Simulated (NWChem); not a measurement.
System: C2H3BFNO; SMILES FB1CN=CO1

Input file for NWChem:

```
start job
memory heap 200 mb stack 900 mb global 1100 mb
geometry units angstroms noautoz
  F      0.069749     2.062713     0.000000
  B      0.061685     0.747918     0.000000
  C      1.217588    -0.320388     0.000000
  N      0.472547    -1.581345     0.000000
  C     -0.754207    -1.277053     0.000000
  O     -1.123449     0.048461     0.000000
  H      1.887330    -0.269103     0.876170
  H      1.887330    -0.269103    -0.876170
  H     -1.586891    -1.986624     0.000000
end
basis spherical
  * library def2-tzvp
end
dft
  xc xcamb88 1.00 lyp 0.81 vwn_5 0.19 hfexch 1.00
  cam 0.33 cam_alpha 0.19 cam_beta 0.46
  iterations 150
  semidirect filesize 400000000
  mulliken
end
task dft energy
```

Parts of the log:

```
             Northwest Computational Chemistry Package (NWChem) 7.3.0
             --------------------------------------------------------

 CS  symmetry detected

                             Geometry "geometry" -> ""
                             -------------------------

 Output coordinates in angstroms (scale by  1.889725989 to convert to a.u.)

  No.       Tag          Charge          X              Y              Z
 ---- ---------------- ---------- -------------- -------------- --------------
    1 F                    9.0000     0.04098241     2.07438825     0.00000000
    2 B                    5.0000     0.04792022     0.75958683     0.00000000
    3 C                    6.0000     1.21593692    -0.29546124     0.00000000
    4 N                    7.0000     0.48533144    -1.56483678     0.00000000
    5 C                    6.0000    -0.74481456    -1.27456136     0.00000000
    6 O                    8.0000    -1.12915611     0.04665345     0.00000000
    7 H                    1.0000     1.88505019    -0.23653809     0.87617000
    8 H                    1.0000     1.88505019    -0.23653809    -0.87617000
    9 H                    1.0000    -1.56934844    -1.99358677     0.00000000

 Effective nuclear repulsion energy (a.u.)     216.4373225180

      Symmetry information
      --------------------

 Group name             Cs
 Group number              2
 Group order               2
 No. of unique centers     8

                                 NWChem DFT Module
                                 -----------------

 Summary of "ao basis" -> "ao basis" (spherical)
 ------------------------------------------------------------------------------
       Tag                 Description            Shells   Functions and Types
 ---------------- ------------------------------  ------  ---------------------
 F                         def2-tzvp                11       31   5s3p2d1f
 B                         def2-tzvp                11       31   5s3p2d1f
 C                         def2-tzvp                11       31   5s3p2d1f
 N                         def2-tzvp                11       31   5s3p2d1f
 O                         def2-tzvp                11       31   5s3p2d1f
 H                         def2-tzvp                 4        6   3s1p

      Symmetry analysis of basis
      --------------------------

        a'        137
        a"         67

            General Information
            -------------------
          SCF calculation type: DFT
          Wavefunction type:  closed shell.
          No. of atoms     :     9
          No. of electrons :    44
           Alpha electrons :    22
            Beta electrons :    22
          Charge           :     0
          Spin multiplicity:     1
          Use of symmetry is: on ; symmetry adaption is: on
          Maximum number of iterations: 150
          AO basis - number of functions:   204
                     number of shells:    78
          Convergence on energy requested:  1.00D-06
          Convergence on density requested:  1.00D-05
          Convergence on gradient requested:  5.00D-04

              XC Information
              --------------
                     Hartree-Fock (Exact) Exchange  1.000
                   CAM-Becke88 Exchange Functional  1.000
                      VWN V Correlation Functional  0.190 local
              Lee-Yang-Parr Correlation Functional  0.810

           Range-Separation Parameters
           ---------------------------
           Alpha           :  0.19
           Beta            :  0.46
           Gamma           :  0.33
           Short-Range HF  :     F

             Grid Information
             ----------------
          Grid used for XC integration:  medium
          Radial quadrature: Mura-Knowles
          Angular quadrature: Lebedev.
          Tag              B.-S. Rad. Rad. Pts. Rad. Cut. Ang. Pts.
          ---              ---------- --------- --------- ---------
          F                   0.50       49          12.0       434
          B                   0.85       49          10.0       434
          C                   0.70       49          10.0       434
          N                   0.65       49           9.0       434
          O                   0.60       49          10.0       434
          H                   0.35       45          11.0       434
          Grid pruning is: on
          Number of quadrature shells:   384
          Spatial weights used:  Erf1

      Superposition of Atomic Density Guess
      -------------------------------------

 Sum of atomic energies:        -329.89073428

      Non-variational initial energy
      ------------------------------

 Total energy =    -332.973097
 1-e energy   =    -880.499471
 2-e energy   =     331.089051
 HOMO         =      -0.346943
 LUMO         =       0.020729

      Symmetry analysis of molecular orbitals - initial
      -------------------------------------------------

  Numbering of irreducible representations:

     1 a'          2 a"

  Orbital symmetries:

     1 a'          2 a'          3 a'          4 a'          5 a'
     6 a'          7 a'          8 a'          9 a'         10 a'
    11 a'         12 a'         13 a'         14 a"         15 a'
    16 a'         17 a"         18 a"         19 a'         20 a'
    21 a"         22 a'         23 a"         24 a'         25 a"
    26 a'         27 a'         28 a'         29 a"         30 a'
    31 a'         32 a'

     ---------------------------------------------
      Total Density - Mulliken Population Analysis
     ---------------------------------------------

    Atom       Charge   Shell Charges
 -----------   ------   -------------------------------------------------------
    1 F    9     9.43   0.77  1.20  0.61  0.99  0.34  2.35  2.32  0.83  0.00  0.01  0.00
    2 B    5     4.12   0.92  1.06  0.52  0.29  0.04  0.69  0.35  0.04  0.10  0.07  0.04
    3 C    6     6.37   0.86  1.12  0.55  0.66  0.11  1.21  1.37  0.40  0.02  0.06  0.01
    4 N    7     7.60   0.82  1.15  0.60  0.88  0.21  1.53  1.74  0.61  0.01  0.05  0.00
    5 C    6     5.45   0.86  1.12  0.54  0.57  0.09  0.97  0.92  0.23  0.04  0.09  0.02
    6 O    8     8.53   0.79  1.18  0.59  0.94  0.25  1.96  2.13  0.67  0.00  0.02  0.00
    7 H    1     0.83   0.24  0.44  0.13  0.02
    8 H    1     0.83   0.24  0.44  0.13  0.02
    9 H    1     0.84   0.24  0.45  0.13  0.02

   convergence    iter        energy       DeltaE   RMS-Dens  Diis-err
 ---------------- ----- ----------------- --------- --------- ---------
 d= 0,ls=0.0,diis     1   -332.6597512347 -5.49D+02  4.61D-03  1.39D+00
 d= 0,ls=0.0,diis     2   -332.6870480205 -2.73D-02  2.04D-03  1.21D+00
 d= 0,ls=0.0,diis     3   -332.7842877687 -9.72D-02  6.42D-04  7.68D-02
 d= 0,ls=0.0,diis     4   -332.7902000789 -5.91D-03  2.24D-04  1.24D-02
 d= 0,ls=0.0,diis     5   -332.7912876255 -1.09D-03  6.48D-05  7.13D-04
  Resetting Diis
 d= 0,ls=0.0,diis     6   -332.7913552088 -6.76D-05  2.64D-05  4.17D-05
 d= 0,ls=0.0,diis     7   -332.7913607002 -5.49D-06  8.22D-06  3.35D-06
 d= 0,ls=0.0,diis     8   -332.7913608984 -1.98D-07  4.14D-06  3.00D-06

         Total DFT energy =     -332.791360898409
      One electron energy =     -884.243857206014
           Coulomb energy =      376.999673075984
    Exchange-Corr. energy =      -41.984499286377
 Nuclear repulsion energy =      216.437322517999

 Numeric. integr. density =       43.999988655447

                  Occupations of the irreducible representations
                  ----------------------------------------------

                     irrep           alpha         beta
                     --------     --------     --------
                     a'               18.0         18.0
                     a"                4.0          4.0

                       DFT Final Molecular Orbital Analysis
                       ------------------------------------

 Vector   20  Occ=2.000000D+00  E=-4.325854D-01  Symmetry=a'
              MO Center= -5.9D-02, -1.3D-02,  9.4D-16, r^2= 2.6D+00
   Bfn.  Coefficient  Atom+Function         Bfn.  Coefficient  Atom+Function
  ----- ------------  ---------------      ----- ------------  ---------------
   161      0.326464  6 O  px               164      0.258460  6 O  px
    68      0.215237  3 C  px                37     -0.186318  2 B  px
   167      0.147812  6 O  px                71      0.146324  3 C  px
     6      0.131481  1 F  px                40     -0.127328  2 B  px
   160     -0.127174  6 O  s                 69     -0.110464  3 C  py

 Vector   21  Occ=2.000000D+00  E=-3.613030D-01  Symmetry=a"
              MO Center=  2.1D-02, -9.3D-01,  1.2D-14, r^2= 2.3D+00
   Bfn.  Coefficient  Atom+Function         Bfn.  Coefficient  Atom+Function
  ----- ------------  ---------------      ----- ------------  ---------------
   101      0.301894  4 N  pz               104      0.252195  4 N  pz
   132      0.222390  5 C  pz               163     -0.218201  6 O  pz
   135      0.193942  5 C  pz               107      0.182683  4 N  pz
   166     -0.181975  6 O  pz               169     -0.154150  6 O  pz
   138      0.113433  5 C  pz                70     -0.098396  3 C  pz

 Vector   22  Occ=2.000000D+00  E=-3.507934D-01  Symmetry=a'
              MO Center=  5.1D-01, -1.2D+00, -1.2D-14, r^2= 2.1D+00
   Bfn.  Coefficient  Atom+Function         Bfn.  Coefficient  Atom+Function
  ----- ------------  ---------------      ----- ------------  ---------------
   100      0.332959  4 N  py               103      0.265287  4 N  py
   106      0.222115  4 N  py                97     -0.204436  4 N  s
    69     -0.178581  3 C  py                72     -0.142572  3 C  py
    35     -0.140823  2 B  s                 37     -0.125319  2 B  px
    96     -0.121223  4 N  s                162      0.119997  6 O  py

[...]
```

Level: CAM-B3LYP/def2-TZVP. Coordinates come from a PBE0/def2-SVP optimisation.
